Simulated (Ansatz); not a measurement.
C$_{2}$H$_{5}$FGe, SMILES `C[CH2][Ge][F]`, relaxed with RKS PBE-D4/def2-SVP in Ansatz 0.2.0 from a rough embedded geometry. The force threshold is 0.03 eV/Å; the program also tests the step.

Total charge 0; spin multiplicity 1.

Start:

```xyz
9

C    -0.216    0.828    0.356
C    -0.382   -0.295   -0.573
Ge    0.458   -1.855    0.196
F     2.130   -1.653    0.483
H     0.870    1.107    0.537
H    -0.711    1.798   -0.080
H    -0.722    0.663    1.351
H     0.080   -0.096   -1.513
H    -1.506   -0.497   -0.758
```

```
        step  energy (eV)  largest force (eV/Å)  largest move (Å)
           1  -61365.6552                 3.418             0.000
           2  -61366.2558                 0.900             0.193
           3  -61366.2989                 0.303             0.116
           4  -61366.3092                 0.196             0.072
           5  -61366.3151                 0.196             0.084
           6  -61366.3215                 0.306             0.109
           7  -61366.3284                 0.236             0.053
           8  -61366.3358                 0.124             0.149
9 (rejected)  -61366.3299                 0.264             0.133
          10  -61366.3378                 0.103             0.064
          11  -61366.3381                 0.063             0.034
          12  -61366.3384                 0.019             0.030
```

End:

```xyz
9

C    -0.149    0.862    0.344
C    -0.413   -0.333   -0.573
Ge    0.568   -2.047   -0.167
F     1.811   -1.316    0.890
H     0.938    1.038    0.467
H    -0.610    1.797   -0.038
H    -0.556    0.688    1.362
H    -0.093   -0.115   -1.624
H    -1.497   -0.575   -0.661
```

It took 13 s on 4 threads of an Arm Neoverse V1 on a shared host, with 0.15 GiB of host memory at the peak.
